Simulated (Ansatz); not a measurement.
System: sum formula BH₂S₃ (charge 0, doublet). It need not be the lowest isomer of its formula. 
Coordinates optimised at B3LYP-D3(BJ)/def2-TZVP (Ansatz, a program for electronic structure):
```
B
S 1 1.7701
S 1 1.8178 2 122.08
H 3 1.3437 1 97.67 2 0.00
S 1 1.8178 2 122.08 4 -180.00
H 5 1.3437 1 97.67 2 0.00
```
Charge 0, spin multiplicity 2.

Wanted: atomisation energy (electronic, to ground-state atoms), in kcal/mol. Valence correlation only, unless marked. Open shells are spin-unrestricted. No spin-orbit coupling. Non-relativistic. The coupled-cluster limit lacks core correlation, which all-electron functionals hold. Basis-set limits of correlation are two-point, X^-3; Hartree-Fock from the larger set.

```json
[
 {"level": "B97M-V/def2-TZVPD", "program": "Ansatz", "atomisation energy (kcal/mol)": "468.4"},
 {"level": "CAM-B3LYP-D3(BJ)/def2-TZVPD", "program": "Ansatz + dftd3", "atomisation energy (kcal/mol)": "452.0"},
 {"level": "LC-wPBE/def2-TZVPD", "program": "Ansatz", "atomisation energy (kcal/mol)": "448.8"},
 {"level": "B2GP-PLYP/def2-TZVPD", "program": "Ansatz", "atomisation energy (kcal/mol)": "___"},
 {"level": "B2PLYP-D4/def2-TZVPD", "program": "Ansatz + dftd4", "atomisation energy (kcal/mol)": "449.0"},
 {"level": "CCSD/cc-pV(T+d)Z", "program": "Ansatz", "atomisation energy (kcal/mol)": "425.4"},
 {"level": "CCSD/aug-cc-pV(Q+d)Z", "program": "Ansatz", "atomisation energy (kcal/mol)": "___"},
 {"level": "CCSD/cc-pV(Q+d)Z", "program": "Ansatz", "atomisation energy (kcal/mol)": "___"},
 {"level": "CCSD(T)/CBS(aug-cc-pV(T+d)Z,aug-cc-pV(Q+d)Z)", "program": "Ansatz", "atomisation energy (kcal/mol)": "___"}
]
```

Task: Fill in the missing entries.

Result: 
- B2GP-PLYP/def2-TZVPD, atomisation energy (kcal/mol): 445.1
- CCSD/aug-cc-pV(Q+d)Z, atomisation energy (kcal/mol): 435.9
- CCSD/cc-pV(Q+d)Z, atomisation energy (kcal/mol): 434.7
- CCSD(T)/CBS(aug-cc-pV(T+d)Z,aug-cc-pV(Q+d)Z), atomisation energy (kcal/mol): 453.1
